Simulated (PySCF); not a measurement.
C3H9FOSi, SMILES CO[Si@@H](C)CF.

Geometry optimised at r2SCAN-D4/def2-SVP. The structure was generated by enumeration; whether it is a known compound was not checked. Other conformers were not sampled.

Two levels are set side by side: PBE/def2-TZVP (PySCF) and PBE0/def2-TZVP (PySCF). Same geometry, gas phase. Differences are taken from unrounded values.

| quantity | PBE0 |
|---|---|
| orbital gap (eV) | 8.43 |
| highest occupied level (eV) | -7.82 |
| lowest empty level (eV) | 0.61 |
| dipole moment (D) | 2.08 |
| mean polarisability (bohr³) | 65.2 |

### Question
What does PBE give, and how far is it from PBE0? (Estimate from the structure and the level; the computed values follow.)

### Answer

| quantity | PBE | PBE minus PBE0 |
|---|---|---|
| orbital gap (eV) | 5.95 | -2.49 |
| highest occupied level (eV) | -6.32 | 1.51 |
| lowest empty level (eV) | -0.37 | -0.98 |
| dipole moment (D) | 1.99 | -0.10 |
| mean polarisability (bohr³) | 68.0 | 2.7 |

PBE's occupied levels lie high since its potential decays too fast outside the molecule; exact exchange lowers them and widens the gap. PBE's more diffuse valence density responds more strongly to a field. Differences between two approximate levels are no errors against the true value.

Rough cost on one machine, each run with all the roots and properties that it gave: PBE0 against PBE within a factor of 2.
